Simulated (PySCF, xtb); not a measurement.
H2Te2, SMILES [TeH][TeH].

Harmonic wavenumbers (cm⁻¹) from GFN2-xTB run with xtb 6.7.1 at its own minimum, in rising order: 221, 230, 606, 619, 1887, 1901.

**Question.** What does PBE-D3(BJ)/def2-TZVP (PySCF) give at its own minimum? (An estimate is asked for; the answer gives what the named calculation found.)

**Answer.** 193, 316, 568, 572, 2024, 2026. Paired by order, the mean absolute difference is 77 cm⁻¹ and the zero-point energies are 7.8 and 8.1 kcal/mol.
